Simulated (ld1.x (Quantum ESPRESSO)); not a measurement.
## Scattering properties, TM potential for Mg

- Element: Mg
- Generator: ld1.x (Quantum ESPRESSO) 7.5
- Type: norm-conserving Troullier–Martins (Kleinman–Bylander form)
- Functional: BLYP
- Relativity: scalar-relativistic
- Frozen core: [Ne]
- Valence charge: 2
- Reference configuration: 3s1.5 3p0.5
- Partial waves: 3s (bound): rc 2.30 bohr; 3p (bound): rc 2.85 bohr
- Local potential: all-electron potential smoothed inside 2.30 bohr (lloc = -1)
- Core correction: Bessel-smoothed model core, default radius (core density twice the valence density)

The phase is arctan(r·u′/u) with u = r·R(r), unwrapped; energies in Ry, scanned from -2 to 5 Ry. A pole is an energy at which the radial function vanishes at the test radius. The pseudo phase is shifted by a multiple of π to meet the all-electron one at the reference energy, and phase errors are pseudo minus all-electron; the curves can meet again beyond the range given. Levels narrower than the energy grid can be missing from the lists of poles.

```
channel  radius (bohr)  reference energy (Ry)  poles, all-electron  poles, pseudo  unbroken range about the reference energy with phases within 0.05 rad  phase error 1 Ry above the reference energy (rad)
      s           3.11                  -0.38                 0.51     0.49, 3.49                                                              below 1.5                                             -0.008
      p           3.11                  -0.12                 1.16     1.10, 4.80                                                              below 1.9                                             -0.010
```

Phases in the s channel:

```json
{"E (Ry)": "-2.00", "all-electron": "1.292", "pseudo": "1.291"}
{"E (Ry)": "-1.76", "all-electron": "1.261", "pseudo": "1.261"}
{"E (Ry)": "-1.52", "all-electron": "1.219", "pseudo": "1.218"}
{"E (Ry)": "-1.28", "all-electron": "1.156", "pseudo": "1.155"}
{"E (Ry)": "-1.04", "all-electron": "1.047", "pseudo": "1.045"}
{"E (Ry)": "-0.80", "all-electron": "0.819", "pseudo": "0.817"}
{"E (Ry)": "-0.56", "all-electron": "0.208", "pseudo": "0.207"}
{"E (Ry)": "-0.32", "all-electron": "-0.790", "pseudo": "-0.790"}
{"E (Ry)": "-0.08", "all-electron": "-1.251", "pseudo": "-1.252"}
{"E (Ry)": "0.16", "all-electron": "-1.437", "pseudo": "-1.440"}
{"E (Ry)": "0.40", "all-electron": "-1.537", "pseudo": "-1.542"}
{"E (Ry)": "0.64", "all-electron": "-1.604", "pseudo": "-1.612"}
{"E (Ry)": "0.88", "all-electron": "-1.657", "pseudo": "-1.670"}
{"E (Ry)": "1.12", "all-electron": "-1.707", "pseudo": "-1.728"}
{"E (Ry)": "1.36", "all-electron": "-1.759", "pseudo": "-1.797"}
{"E (Ry)": "1.60", "all-electron": "-1.821", "pseudo": "-1.896"}
{"E (Ry)": "1.84", "all-electron": "-1.906", "pseudo": "-2.082"}
{"E (Ry)": "2.08", "all-electron": "-2.040", "pseudo": "-2.579"}
{"E (Ry)": "2.32", "all-electron": "-2.294", "pseudo": "-3.708"}
{"E (Ry)": "2.56", "all-electron": "-2.852", "pseudo": "-4.287"}
{"E (Ry)": "2.80", "all-electron": "-3.656", "pseudo": "-4.492"}
{"E (Ry)": "3.04", "all-electron": "-4.123", "pseudo": "-4.596"}
{"E (Ry)": "3.28", "all-electron": "-4.337", "pseudo": "-4.665"}
{"E (Ry)": "3.52", "all-electron": "-4.451", "pseudo": "-4.719"}
{"E (Ry)": "3.76", "all-electron": "-4.522", "pseudo": "-4.770"}
{"E (Ry)": "4.00", "all-electron": "-4.571", "pseudo": "-4.828"}
{"E (Ry)": "4.24", "all-electron": "-4.607", "pseudo": "-4.907"}
{"E (Ry)": "4.48", "all-electron": "-4.635", "pseudo": "-5.044"}
{"E (Ry)": "4.72", "all-electron": "-4.659", "pseudo": "-5.394"}
{"E (Ry)": "4.96", "all-electron": "-4.679", "pseudo": "-6.518"}
```
